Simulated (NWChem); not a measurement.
AlBrCl₂; SMILES [Br][Al]([Cl])[Cl]

Results from NWChem. Level B3LYP/def2-SVP: optimisations from one semi-empirical or force-field start; each run changes one setting, and all end within 0.3 mHa of each other.

```csv
setting,optimisation steps
"redundant internal coordinates, default thresholds",4
no line search,7
tight thresholds,6
Cartesian coordinates,4
```
